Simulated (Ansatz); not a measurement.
Method: frozen-core CCSD(T)/cc-pVTZ // r2SCAN-D4/def2-TZVP run with Ansatz (a quantum-chemistry and plane-wave program).

Ansatz 0.2 input:
```yaml
crystal:
  periodic: [false, false, false]
  atoms:
    - { symbol: S, position_ang: [-1.532784, -1.579017, 0.343089] }
    - { symbol: Al, position_ang: [0.161836, -0.289305, -0.124904] }
    - { symbol: S, position_ang: [0.213438, 1.857848, 0.267843] }
    - { symbol: S, position_ang: [1.894195, -1.236103, -1.04226] }
    - { symbol: H, position_ang: [-2.274196, -0.568447, 0.830586] }
    - { symbol: H, position_ang: [-1.015618, 1.881343, 0.813409] }
    - { symbol: H, position_ang: [2.575607, -0.076454, -1.088417] }
basis:
  gaussian: { orbitals: cc-pVTZ }
correlation:
  method: ccsd_t
```

Output:

```
Functional definition: HF
1025 factors; integrals over basis functions are off by at most 9.1e-4 eV
mean field evaluation 1: about -39086.4023 eV, gradient 2.0e1 eV
mean field evaluation 2: about -39086.6237 eV, gradient 2.1e1 eV
mean field evaluation 4: about -39088.3863 eV, gradient 2.5e0 eV
mean field evaluation 8: about -39088.4351 eV, gradient 1.8e-1 eV
mean field evaluation 16: about -39087.8538 eV, gradient 8.2e0 eV
mean field -39088.43534291 eV, -1436.4735037589 hartree, gradient 9.3e-6 eV, S^2 0.000000; 0 other end points of the search recorded, 0 dependent functions left out
20 core orbitals not correlated
reference -39088.43534291 eV, -1436.4735037589 hartree; 12, 12 occupied and 146, 146 virtual orbitals, 1025 factors
second order -16.37576037 eV of doubles, -0.00000000 eV of singles
cycle   1  -17.41855963 eV  change    -1.0e0 eV  update   8.8e-2
cycle   2  -17.84404295 eV  change   -4.3e-1 eV  update   2.6e-2
cycle   3  -17.90497820 eV  change   -6.1e-2 eV  update   1.1e-2
cycle   4  -17.89978224 eV  change    5.2e-3 eV  update   2.9e-3
cycle   5  -17.89838708 eV  change    1.4e-3 eV  update   1.0e-3
cycle   6  -17.89803503 eV  change    3.5e-4 eV  update   3.0e-4
cycle   7  -17.89799209 eV  change    4.3e-5 eV  update   9.3e-5
cycle   8  -17.89802234 eV  change   -3.0e-5 eV  update   2.8e-5
cycle   9  -17.89802151 eV  change    8.3e-7 eV  update   9.3e-6
perturbative correction -0.83353603 eV, -0.0306318843 hartree
Total energy: -39107.16690046 eV, -1437.1618758021 hartree
```

Cost: about 40 core-seconds (a rough figure).
